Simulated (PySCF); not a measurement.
**Mn(2+) (manganese, charge +2) across methods**

[Ar] 3d4 4s1, high-spin 6D determinant (an excited configuration). Computed with PySCF 2.14 in aug-cc-pVTZ, with the non-relativistic Hamiltonian (point nucleus).

```
method  E (hartree)  mean ε 3p β (eV)  mean ε 3d α (eV)  mean ε 4s α (eV)  Σ⟨r²⟩ (bohr²)   ⟨S²⟩
   PBE    -1149.600           -75.763           -32.139           -22.235          20.58  8.750
r2SCAN    -1149.835           -76.654           -32.776           -22.476          20.49  8.751
  PBE0    -1149.650           -78.819           -34.843           -23.028          20.54  8.750
PBEsol    -1148.485           -75.685           -32.130           -22.271          20.55  8.750
   UHF  -1148.82691           -86.398           -42.225           -25.001          20.68  8.751
 B3LYP    -1149.881           -78.290           -34.265           -22.951          20.53  8.751
 TPSSh    -1149.873           -77.282           -33.242           -22.432          20.56  8.750
  BLYP    -1149.894           -75.653           -31.927           -22.151          20.57  8.750
```

Task: Estimate the same row for LDA.

Result: E (hartree) = -1147.454; mean ε 3p β (eV) = -75.876; mean ε 3d α (eV) = -32.304; mean ε 4s α (eV) = -22.524; Σ⟨r²⟩ (bohr²) = 20.54; ⟨S²⟩ = 8.750.
